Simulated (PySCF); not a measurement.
**Molecular orbitals of CsPb⁺**

UHF at R = 4.336 Å; Cs def2-SVP with ECP46, Pb def2-SVP with ECP60; scalar-relativistic core potentials (PySCF 2.14). State: ³Π (triplet), unpaired electrons σ ↑, π ↑. Only the outer orbitals are listed, counted within each symmetry, core potentials removing the inner ones.

```
spin  orbital  occ.  ε (eV)  on Cs (%)           main shells (%)
   α       5σ     1  -23.02         99                   99 Cs p
   α       3π     1  -23.01        100                  100 Cs p
   α       3π     1  -23.00        100                  100 Cs p
   α       6σ     1  -20.35          1                   99 Pb s
   α       7σ     1  -10.47          6                   94 Pb p
   α       4π     1  -10.21          2                   98 Pb p
   α       4π     0   -3.66         15                   85 Pb p
   α       8σ     0   -3.12         99                   96 Cs s
   α       5π     0   -2.06        100                   99 Cs p
   β       3π     1  -23.00        100                  100 Cs p
   β       3π     1  -22.99        100                  100 Cs p
   β       5σ     1  -22.94        100                  100 Cs p
   β       6σ     1  -17.14          0                   99 Pb s
   β       7σ     0   -3.26         92           91 Cs s, 8 Pb p
   β       4π     0   -2.97         26  74 Pb p, 16 Cs p, 9 Cs d
   β       4π     0   -2.32         69          63 Cs p, 31 Pb p
```

Question: Which are the highest filled and the lowest empty level, where do they sit, and how wide is the gap?

Answer: Highest filled α 4π at -10.21 eV (in %: 98 Pb p); lowest empty α 4π at -3.66 eV (in %: 85 Pb p); the gap at UHF is 6.55 eV. Both belong to one degenerate shell, split only by its one-sided filling, so this is no excitation gap.

The bond order (Mayer) is 0.13 and the ⟨S²⟩ is 2.010. The charge on Cs (Mulliken, basis-dependent) is 0.93, the charge on Cs (Löwdin, basis-dependent) is 0.72 and the dipole moment (positive dipole points towards Pb; it is taken about the centre of mass and depends on that origin) is -10.70 D. The polarisability along the bond is 86.1 bohr³. The polarisability across the bond is 51.7 bohr³.

Spin–orbit coupling is left out, which matters for elements this heavy, above all for dissociation energies. The state was picked by a PBE0 search and need not be the measured ground state.
